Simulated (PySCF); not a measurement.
These 3 structures share the formula C3H3IO. Method used: PySCF, PBE0-D3(BJ)/def2-SVP geometry optimisation, gas phase, def2 core potentials past Kr. Energies are electronic, without zero-point or thermal terms, for one conformer each. No frequencies were run at this level. Point groups hold within 0.08 Å.

Question: Rank from lowest to highest electronic energy at this level (kJ/mol).
A. `C(=C(C)I)=O`
B. `[OH:1][C@H:2]1[CH:3]=[C:4]1[I:5]` with H–O1–C2–C3 -175°
C. `[CH2:1]=[CH:2][C:3](=[O:4])[I:5]` with C1–C2–C3–O4 1°

Answer: C (0.0), A (34.6), B (195.2).

As drawn, the lowest has a C=O bond, which the highest lacks; the highest has a three-membered ring and an O–H bond, which the lowest lacks.

```json
{"SMILES": "C=CC(=O)I", "E (Eh)": "-488.67935", "E rel (kJ/mol)": "0.0", "dipole (D)": "3.21", "point group": "Cs", "A, B, C (MHz)": "8496, 1296, 1124"}
{"SMILES": "CC(I)=C=O", "E (Eh)": "-488.66617", "E rel (kJ/mol)": "34.6", "dipole (D)": "1.65", "point group": "Cs", "A, B, C (MHz)": "4980, 1582, 1210"}
{"SMILES": "O[C@H]1C=C1I", "E (Eh)": "-488.60500", "E rel (kJ/mol)": "195.2", "dipole (D)": "1.24", "point group": "C1", "A, B, C (MHz)": "9935, 1176, 1085"}
```
